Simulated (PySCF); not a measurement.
These 2 structures share the formula C3H2FN3. Computed with PySCF, PBE0-D3(BJ)/def2-SVP geometry optimisation, gas phase. One conformer each; no zero-point energy, no entropy. No frequencies were run at this level. Point groups hold within 0.08 Å.

Question: Order them by energy at this level, lowest first, and give relative energies in kcal/mol.
A. `Fc1ccnnn1`
B. `Fc1cnnnc1`

Answer: A (0.0), B (6.0).

```tsv
SMILES	E (Eh)	E rel (kcal/mol)	dipole (D)	point group	A, B, C (MHz)
Fc1ccnnn1	-378.84918	0.0	4.59	Cs	6353, 2788, 1938
Fc1cnnnc1	-378.83958	6.0	3.74	C2v	6402, 2687, 1893
```

How do the relative energies change in single points at PBE0/pcSseg-1 (no added dispersion term) on the same geometries?

| SMILES | PBE0-D3(BJ)/def2-SVP (kcal/mol) | PBE0/pcSseg-1 (kcal/mol) | shift |
| --- | --- | --- | --- |
| Fc1ccnnn1 | 0.0 | 0.0 | 0.0 |
| Fc1cnnnc1 | 6.0 | 5.8 | -0.2 |

Each column counts from its own lowest isomer. The order is unchanged; the largest shift is 0.2 kcal/mol.

As an exercise, what shares would exp(−E/RT) give at 1000 K from these electronic energies alone (no entropy, no degeneracies)?

RT = 1.987 kcal/mol: Fc1ccnnn1 95.4 %, Fc1cnnnc1 4.6 %.
